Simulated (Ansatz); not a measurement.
Reaction (formal exchange of groups at a Ge–O bond): `O[SiH](O)[O][GeH3]` + `F[SiH3]` → `F[SiH2][GeH3]` + `O[SiH](O)O`

Calculated with Ansatz (gas phase, PBE0-D4/def2-TZVP geometries, no zero-point term in ΔE). CCSD(T)/CBS adds triple-zeta CCSD(T) − MP2 to the extrapolated MP2 energy (def2 sets, frozen cores). This one scheme is used for every species. DFT in def2-TZVPP. B3LYP here is the variant with VWN-RPA as its local correlation; programs differ in this. For Ge outer-core shells are correlated without core-valence functions, which leaves a few kJ/mol of doubt a bond. Scalar relativity is left out up to krypton. Each species was taken in one conformer, which may not be the lowest.

```tsv
level	ΔE (kJ/mol)	difference from CCSD(T)/CBS
PBE-D4	8.0	-18.9
r2SCAN-D4	20.7	-6.2
PBE0-D4	13.5	-13.4
B3LYP-D4	27.2	0.3
ωB97X-V	29.2	2.3
ωB97M-V	27.3	0.4
B2PLYP	31.4	4.5
PBE	6.4	-20.5
r2SCAN	20.0	-6.9
PBE0	11.9	-15.0
B3LYP	24.7	-2.2
HF/def2-TZVPP	51.8	24.9
MP2/def2-TZVPP	36.9	10.0
SCS-MP2/def2-TZVPP	43.3	16.4
CCSD/def2-TZVPP	33.6	6.7
CCSD(T)/def2-TZVPP	32.5	5.6
HF/def2-QZVPP	53.6	26.7
MP2/def2-QZVPP	34.3	7.4
SCS-MP2/def2-QZVPP	41.1	14.2
HF/CBS(def2)	53.8	26.9
MP2/CBS(def2)	31.3	4.4
CCSD/CBS(def2)	28.0	1.1
CCSD(T)/CBS	26.9	0
```

Largest T1 diagnostic among the species: 0.012.

From PBE to PBE0 (25 % exact exchange), in def2-TZVPP and without D4, ΔE moves by +5.5 kJ/mol. In def2-TZVPP, CCSD(T) changes the Hartree–Fock value by −19.4 kJ/mol (the triples alone add −1.2 kJ/mol) and MP2 by −14.9 kJ/mol.
